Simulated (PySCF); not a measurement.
B(Me)(OSiH3)2, CH9BO2Si2, SMILES CB(O[SiH3])O[SiH3] (GFN2-xTB optimised geometry):

```
15

B     -1.468    -1.179     2.503
C     -1.382    -2.503     3.394
H     -0.794    -3.280     2.917
H     -2.376    -2.899     3.590
H     -0.934    -2.284     4.361
O     -2.172    -0.116     2.913
Si    -3.115     0.697     3.928
H     -4.354     0.941     3.189
H     -2.374     1.920     4.236
H     -3.384    -0.068     5.150
O     -0.827    -1.123     1.331
Si    -0.441    -0.293     0.000
H     -1.022    -1.075    -1.092
H      1.022    -0.293     0.000
H     -0.965     1.075     0.000
```

Computed with PBE0/def2-TZVP in PySCF 2.14.0.

Problem. What are the frontier orbital energies and the dipole moment?

Solution. HOMO-2 -8.89 eV, HOMO-1 -8.81 eV, HOMO -8.51 eV, LUMO 0.03 eV, LUMO+1 0.57 eV; dipole moment 0.51 D.

On the same geometry PBE/def2-TZVP in PySCF 2.14.0 gives HOMO-2 -7.39 eV, HOMO-1 -7.37 eV, HOMO -7.06 eV, LUMO -0.80 eV, LUMO+1 -0.31 eV; dipole moment 0.47 D.

Meta-Löwdin charges at PBE0/def2-TZVP: B1 0.47, C2 -0.50, H3 0.13, H4 0.13, H5 0.13, O6 -0.62, Si7 0.78, H8 -0.11, H9 -0.11, H10 -0.12, O11 -0.61, Si12 0.77, H13 -0.11, H14 -0.11, H15 -0.12.
